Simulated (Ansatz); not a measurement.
H3NPb (SMILES [NH2][PbH]) moved off its minimum; all values from Ansatz (a first-principles code), cores frozen in correlated methods. Elements past Kr take the def2 small-core potentials, without spin–orbit coupling.
(charge 0, multiplicity 1)
```xyz
5

Pb    -0.03938     0.04864     0.21333
H     -0.87257     1.08922    -1.12341
N      0.66838    -1.38052    -1.23219
H      0.37182    -1.23586    -2.29059
H      0.88747    -1.99525    -1.09712
```

Forces at PBE/def2-TZVPP (eV/Å):

```json
[
 {"atom": "Pb1", "Fx": "0.020", "Fy": "-0.103", "Fz": "-0.086"},
 {"atom": "H2", "Fx": "0.120", "Fy": "-0.071", "Fz": "0.036"},
 {"atom": "N3", "Fx": "-18.944", "Fy": "50.333", "Fz": "-13.952"},
 {"atom": "H4", "Fx": "0.903", "Fy": "-0.504", "Fz": "3.044"},
 {"atom": "H5", "Fx": "17.901", "Fy": "-49.656", "Fz": "10.958"}
]
```

### Question
Give the forces (eV/Å), the total energy and the dipole at CCSD(T)/def2-TZVPPD.

### Answer

| atom | Fx | Fy | Fz |
|---|---|---|---|
| Pb1 | 0.015 | -0.116 | -0.182 |
| H2 | 0.146 | -0.102 | 0.071 |
| N3 | -19.027 | 50.467 | -14.059 |
| H4 | 0.971 | -0.562 | 3.292 |
| H5 | 17.896 | -49.686 | 10.878 |
Energy -248.1437 hartree, dipole 1.02 D.
